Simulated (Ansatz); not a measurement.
Coupled-cluster diagnostics for BiH2Et (C2H7Bi), Ansatz.

Geometry of the singlet (PBE-D4/def2-SVP):

Cartesian coordinates in Å:
```
Bi 1.426 0.932 -1.079
C -0.536 -0.058 -0.321
C -0.269 -1.117 0.741
H 0.534 2.367 -1.759
H 1.647 1.814 0.501
H -1.014 -0.485 -1.226
H -1.178 0.762 0.051
H -1.213 -1.605 1.071
H 0.398 -1.925 0.373
H 0.205 -0.685 1.647
```

In the def2 sets Bi takes a core potential; there is no spin–orbit coupling. Correlated methods freeze 6 core orbitals; core or outer-core shells of Bi are correlated, in sets that lack core-valence functions. Another isomer (singlet) lies 0.21 eV lower at PBE0-D4/def2-TZVP; other spin states weren't run for this one.

Estimate the CCSD(T) correlation energy, the shares of MP2 and (T), T1 and the reference's ⟨S²⟩ for: charge 0, singlet, own geometry in def2-TZVP; and the rough time on 2 threads of Intel Xeon Platinum 8559C on a shared host.


```
                          state      basis  correlation (eV)  MP2 share (%)  (T) share (%)     T1  ⟨S²⟩ (pure)  wall time
charge 0, singlet, own geometry  def2-TZVP           -22.497           95.6            3.1  0.013  0.00 (0.00)       20 s
```
Customary marks for T1 are 0.02 (closed shells), 0.045 (open shells) and about 0.05 (3d metals). T1 stays under 0.02 throughout.
